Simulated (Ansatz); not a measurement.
`[I][GeH]([I])[I]`. The species carries charge 0 and has multiplicity 1. I: def2 effective core potential.

Cartesian coordinates in Å:
```
I -2.313 -0.714 0.359
Ge 0.036 0.114 0.137
I 1.631 -1.808 0.244
I 0.310 1.330 -2.031
H 0.336 1.077 1.291
```

Question: List the harmonic frequencies (cm⁻¹, unscaled) at PBE0-D4/def2-TZVP in Ansatz. (Estimate.)

Answer: The calculation gave: 65, 65, 96, 211, 272, 272, 659, 659, 2164.

Question: Is this a minimum?

Answer: Yes, all 9 modes are real.

Question: Give the ideal-gas thermochemistry at 298.15 K and 1 bar (rigid rotor, harmonic oscillator; point group C3v, symmetry number 3).

Answer: Zero-point energy 26.7 kJ/mol; H(298) − E = 47.3 kJ/mol; entropy 390.4 J/(mol·K), of which translation 185.2, rotation 129.5, vibration 75.6; G(298) − E = -69.1 kJ/mol. Modes under 100 cm⁻¹ are hindered rotations or soft bends, so the harmonic entropy is rough.
